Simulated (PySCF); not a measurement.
H3Si, multiplicity 2. Atoms are numbered in the order given.

```xyz
4

Si     0.0000     0.0000    -0.0803
H     -1.2222     0.7056     0.3747
H      1.2222     0.7056     0.3747
H      0.0000    -1.4113     0.3747
```
Charge 0, spin multiplicity 2.

The structure is a stationary point at B3LYP-D3(BJ)/def2-TZVPD.

These are TDA-PBE0/def2-TZVPD run with PySCF 2.14.0 values and carry that method's errors.

Vertical excitations; the highest root listed may be one member of a degenerate set. Gas-phase values at a fixed geometry.

Give excitation energies, oscillator strengths and character. (The exact figures need the calculation; the answer reports its results.)


```tsv
state	energy (eV)	λ (nm)	f	main pairs
root 1	5.32	233	0.018	α HOMO→LUMO+2, β HOMO→LUMO (degenerate set)
root 2	5.32	233	0.018	α HOMO→LUMO+1, β HOMO−1→LUMO (degenerate set)
root 3	5.35	232	0.035	α HOMO→LUMO 97 %
root 4	5.51	225	0.024	α HOMO→LUMO+1, β HOMO−1→LUMO (degenerate set)
root 5	5.51	225	0.024	α HOMO→LUMO+2, β HOMO→LUMO (degenerate set)
root 6	6.32	196	0.183	α HOMO→LUMO+3 95 %
root 7	7.03	176	0.073	α HOMO→LUMO+5 (degenerate set)
root 8	7.03	176	0.073	α HOMO→LUMO+4 (degenerate set)
root 9	7.77	160	0.004	α HOMO→LUMO+6 (degenerate set)
root 10	7.77	160	0.004	α HOMO→LUMO+7 (degenerate set)
```
Unrestricted roots are not spin-pure.
